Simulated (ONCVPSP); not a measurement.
## Transferability test, ONCV potential for Ag (Z = 47)

ONCVPSP 4.0.1 input, shortened (lines: element, Z, core and valence counts, functional; n l f; lmax; l rc ep ncon nbas qcut; lloc lpopt rc5 dvloc0; l nproj debl; icmod fcfact rcfact), PBE, scalar-relativistic:

```
  Ag 47.00    6    3        4      upf
    1    0    2.00
    2    0    2.00
    2    1    6.00
    3    0    2.00
    3    1    6.00
    3    2   10.00
    4    0    2.00
    4    1    6.00
    4    2    8.00
    2
    0    1.40    0.00    3    6    6.90
    1    1.40    0.00    3    7    9.20
    2    1.70    0.00    4    9    7.50
    4    3    0.90    0.00
    0    2    3.00
    1    2    0.50
    2    1    0.80
    3    5.75    1.86
```

In the s channel the program set the typed energies aside and used -4.914, 0.050 Ha. In the p channel the program set the typed energies aside and used -3.559, 0.250 Ha.

Energies are relative to the spin-unpolarised reference configuration 4s2 4p6 4d8; without spin polarisation the order of configurations can differ from experiment.

```json
{"valence configuration": "4s2 4p6 4d10 5s1", "charge": "0", "ΔE all-electron (eV)": "-66.064", "error AE − PS (meV)": "-12"}
{"valence configuration": "4s2 4p6 4d10", "charge": "+1", "ΔE all-electron (eV)": "-58.307", "error AE − PS (meV)": "-9.3"}
```

(1) What are ΔE and the potential's error for 4s2 4p5 4d10 5s1?

(2) What are ΔE and the potential's error for 4s2 4p6 4d9?

Answers

(1) ΔE = -0.819 eV all-electron; the error (AE − PS) is -109 meV.

(2) ΔE = -36.193 eV all-electron; the error (AE − PS) is +1.5 meV.
